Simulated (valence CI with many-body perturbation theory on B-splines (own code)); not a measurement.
Er XXXVII: what each term of the Hamiltonian does

Computed by relativistic CI+MBPT: four valence electrons over a frozen Dirac-Fock core [Ar] 3d10, a basis of 11 s, 11 p, 9 d, 7 f, 5 g, 2 h, 1 i functions for each j, with the one-electron correlation potential Σ1 (screened to all orders), the two-electron term Σ2, the three-electron term Σ3, Breit, model QED; selected single and double excitations, second order for the rest (own B-spline code, finite nucleus).

No measured spectrum was set against this ion. As an estimate, large intervals hold to a few tenths of a per cent, small ones and those within an open d or f shell to about a per cent.

Each rung adds one term. CI alone is the Dirac-Coulomb CI over the frozen core; QED comes last and gives the full result, which names the levels. Energies are above (4s^2 4p1/2^2) J=0 on the same rung, in eV.

Levels are named by their leading jj configuration (3d3/2^4 stands for four electrons in 3d with j = 3/2), which in mixed levels can hold well under half, so a name can repeat and another be missing. Letters in brackets count levels of one name in rising energy.

```
                     Level  CI alone      Σ1      Σ2      Σ3   Breit     QED    Full
    (4s^2 4p1/2 4p3/2) J=1     57.06  +0.205  +0.170  +0.013  -0.727  +0.084   56.81
    (4s^2 4p1/2 4p3/2) J=2     60.92  +0.207  +0.112  +0.005  -0.760  +0.084   60.56
        (4s^2 4p3/2^2) J=2    120.83  +0.413  +0.255  +0.010  -1.467  +0.163  120.20
        (4s^2 4p3/2^2) J=0    129.19  +0.414  +0.119  -0.010  -1.429  +0.161  128.44
    (4s 4p1/2^2 4p3/2) J=2    138.38  +0.124  +0.317  +0.033  -0.121  -0.776  137.96
    (4s 4p1/2^2 4p3/2) J=1    151.81  +0.126  -0.199  +0.016  -0.128  -0.757  150.86
    (4s^2 4p1/2 4d3/2) J=2    189.43  +0.063  +0.161  +0.040  -1.038  -0.123  188.53
(4s 4p1/2 4p3/2^2) J=2 [a]    190.43  +0.271  +0.598  +0.050  -0.869  -0.605  189.87
    (4s 4p1/2 4p3/2^2) J=3    197.88  +0.290  +0.437  +0.040  -0.966  -0.583  197.10
    (4s^2 4p1/2 4d3/2) J=1    204.99  +0.107  -0.704  +0.007  -0.948  -0.237  203.22
    (4s 4p1/2 4p3/2^2) J=0    206.75  +0.323  +0.250  +0.018  -0.798  -0.680  205.86
    (4s^2 4p1/2 4d5/2) J=2    213.06  +0.214  -0.283  +0.020  -1.136  -0.322  211.56
(4s 4p1/2 4p3/2^2) J=1 [a]    213.59  +0.298  -0.157  +0.009  -0.865  -0.623  212.25
    (4s^2 4p1/2 4d5/2) J=3    214.97  +0.142  -0.356  +0.013  -1.323  -0.128  213.32
(4s 4p1/2 4p3/2^2) J=2 [b]    218.83  +0.221  -0.768  +0.002  -1.031  -0.418  216.83
(4s 4p1/2 4p3/2^2) J=1 [b]    218.84  +0.288  -0.794   0.000  -0.833  -0.619  216.89
          (4s 4p3/2^3) J=2    258.57  +0.432  +0.414  +0.041  -1.735  -0.334  257.39
    (4s^2 4p3/2 4d3/2) J=1    262.01  +0.268  -0.494  +0.018  -1.698  -0.081  260.03
    (4s^2 4p3/2 4d3/2) J=2    262.22  +0.245  -0.581  +0.017  -1.751  -0.037  260.12
```

The middle columns are the shifts that each term adds.

How does the ionisation energy move along the ladder, and which term matters most?

CI alone 1626.6, + Σ1 1628.4, + Σ2 1628.5, + Σ3 1628.4, + Breit 1626.6, + QED 1626.6 eV. The largest step is Breit, -1.8 eV, with Σ1 about as large (1.7). NIST lists 1625 ± 5 eV (theoretical).
